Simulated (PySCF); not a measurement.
C$_{2}$H$_{4}$Cl (SMILES C[CH]Cl), doublet, at a GFN2-xTB geometry; BLYP/3-21G (PySCF).

Here is a job for PySCF.
```python
from pyscf import gto, scf, dft

mol = gto.Mole()
mol.atom = '''
    C     0.04677316    0.70471225   -0.20454313
    C     1.51515190    0.66822849   -0.06284299
    Cl   -0.86044375   -0.68577280    0.14716918
    H    -0.45045613    1.44149208   -0.80844228
    H     1.90236896    1.68339302    0.00115825
    H     1.80467594    0.11434297    0.82910532
    H     1.99940461    0.18126514   -0.91938050
'''
mol.basis = '3-21g'
mol.spin = 1
mol.verbose = 4
mol.build()

mf = dft.UKS(mol)
mf.xc = 'blyp'
mf.kernel()
mf.analyze()
```

### Question
Predict the main parts of the log of this PySCF run.

### Answer

```
PySCF version 2.14.0

[INPUT] verbose = 4
[INPUT] num. atoms = 7
[INPUT] num. electrons = 33
[INPUT] charge = 0
[INPUT] spin (= nelec alpha-beta = 2S) = 1
[INPUT] symmetry False subgroup None
[INPUT] Mole.unit = angstrom
[INPUT] Symbol           X                Y                Z      unit          X                Y                Z       unit  Magmom
[...]
nuclear repulsion = 95.6930690923866
number of shells = 25
number of NR pGTOs = 69
number of NR cGTOs = 39
basis = 3-21g
ecp = {}

******** <class 'pyscf.dft.uks.UKS'> ********
method = UKS
initial guess = minao
damping factor = 0
level_shift factor = 0
DIIS = <class 'pyscf.scf.diis.CDIIS'>
diis_start_cycle = 1
diis_space = 8
diis_damp = 0
SCF conv_tol = 1e-09
SCF conv_tol_grad = None
SCF max_cycles = 50
direct_scf = True
direct_scf_tol = 1e-13
number electrons alpha = 17  beta = 16
XC library pyscf.dft.libxc version 7.1.2
    S. Lehtola, C. Steigemann, M. J. T. Oliveira, and M. A. L. Marques,  SoftwareX 7, 1–5 (2018)
XC functionals = blyp
    A. D. Becke,  Phys. Rev. A 38, 3098 (1988)
    C. Lee, W. Yang, and R. G. Parr,  Phys. Rev. B 37, 785 (1988)
    B. Miehlich, A. Savin, H. Stoll, and H. Preuss,  Chem. Phys. Lett. 157, 200 (1989)
radial grids:
    Treutler-Ahlrichs [JCP 102, 346 (1995); DOI:10.1063/1.469408] (M4) radial grids

becke partition: Becke, JCP 88, 2547 (1988); DOI:10.1063/1.454033
pruning grids: <function nwchem_prune>
grids dens level: 3
symmetrized grids: False
atomic radii adjust function: <function treutler_atomic_radii_adjust>
small_rho_cutoff = 0
Set gradient conv threshold to 3.16228e-05
tot grids = 86352
init E= -535.863295364049

cycle= 1 E= -536.01766417403  delta_E= -0.154  |g|= 0.211  |ddm|= 1.83
cycle= 2 E= -536.004830162004  delta_E= 0.0128  |g|= 0.267  |ddm|= 0.532
cycle= 3 E= -536.042406984384  delta_E= -0.0376  |g|= 0.0213  |ddm|= 0.296
cycle= 4 E= -536.042600479511  delta_E= -0.000193  |g|= 0.0122  |ddm|= 0.051
cycle= 5 E= -536.042681511032  delta_E= -8.1e-05  |g|= 0.00376  |ddm|= 0.0194
cycle= 6 E= -536.042688551172  delta_E= -7.04e-06  |g|= 0.00161  |ddm|= 0.00566
cycle= 7 E= -536.042690145186  delta_E= -1.59e-06  |g|= 0.000226  |ddm|= 0.00278
cycle= 8 E= -536.042690185165  delta_E= -4e-08  |g|= 4.07e-05  |ddm|= 0.000542
cycle= 9 E= -536.042690186737  delta_E= -1.57e-09  |g|= 7.58e-06  |ddm|= 0.000124
cycle= 10 E= -536.042690186804  delta_E= -6.67e-11  |g|= 1.84e-06  |ddm|= 1.94e-05
[...]
converged SCF energy = -536.042690186805  <S^2> = 0.75242199  2S+1 = 2.0024205
Total Energy =                        -536.042690186804975
[...]

 ** Mulliken spin pop alpha/beta on meta-lowdin orthogonal AOs **
 ** Mulliken Spin Density (per AO)  **
spin_pop of  0 C 1s       -0.00002
spin_pop of  0 C 2s        0.04724
spin_pop of  0 C 3s        0.00025
spin_pop of  0 C 2px       0.04400
spin_pop of  0 C 2py       0.16000
spin_pop of  0 C 2pz       0.61808
spin_pop of  0 C 3px       0.00003
spin_pop of  0 C 3py       0.00082
spin_pop of  0 C 3pz       0.00313
spin_pop of  1 C 1s        0.00000
spin_pop of  1 C 2s       -0.00668
spin_pop of  1 C 3s        0.00005
spin_pop of  1 C 2px      -0.01993
spin_pop of  1 C 2py      -0.00477
spin_pop of  1 C 2pz      -0.00989
spin_pop of  1 C 3px       0.00036
spin_pop of  1 C 3py       0.00011
spin_pop of  1 C 3pz       0.00039
spin_pop of  2 Cl 1s        0.00000
spin_pop of  2 Cl 2s       -0.00000
spin_pop of  2 Cl 3s        0.00137
spin_pop of  2 Cl 4s        0.00038
spin_pop of  2 Cl 2px      -0.00000
spin_pop of  2 Cl 2py      -0.00000
spin_pop of  2 Cl 2pz       0.00000
spin_pop of  2 Cl 3px      -0.00245
spin_pop of  2 Cl 3py       0.01190
spin_pop of  2 Cl 3pz       0.08909
spin_pop of  2 Cl 4px       0.00016
spin_pop of  2 Cl 4py       0.00026
spin_pop of  2 Cl 4pz       0.00053
spin_pop of  3 H 1s       -0.02404
spin_pop of  3 H 2s        0.00028
spin_pop of  4 H 1s        0.00952
spin_pop of  4 H 2s        0.00007
spin_pop of  5 H 1s        0.01709
spin_pop of  5 H 2s        0.00007
spin_pop of  6 H 1s        0.06227
spin_pop of  6 H 2s        0.00034
 ** Mulliken Spin Density (per atom)  **
spin density of  0 C =      0.87353
spin density of  1 C =     -0.04035
spin density of  2 Cl =      0.10123
spin density of  3 H =     -0.02376
spin density of  4 H =      0.00958
spin density of  5 H =      0.01716
spin density of  6 H =      0.06261
 ** Mulliken pop alpha/beta on meta-lowdin orthogonal AOs **
 ** Mulliken pop       alpha | beta **
[...]
In total            17.00000 | 16.00000
 ** Mulliken atomic charges   ( Nelec_alpha | Nelec_beta ) **
charge of  0C =     -0.15918  (     3.51635      2.64282 )
charge of  1C =     -0.28383  (     3.12174      3.16209 )
charge of  2Cl =     -0.00525  (     8.55324      8.45201 )
charge of  3H =      0.11542  (     0.43041      0.45417 )
charge of  4H =      0.11410  (     0.44774      0.43816 )
charge of  5H =      0.11215  (     0.45250      0.43535 )
charge of  6H =      0.10659  (     0.47801      0.41540 )
Dipole moment(X, Y, Z, Debye):  1.12810,  0.93649, -0.53177
```
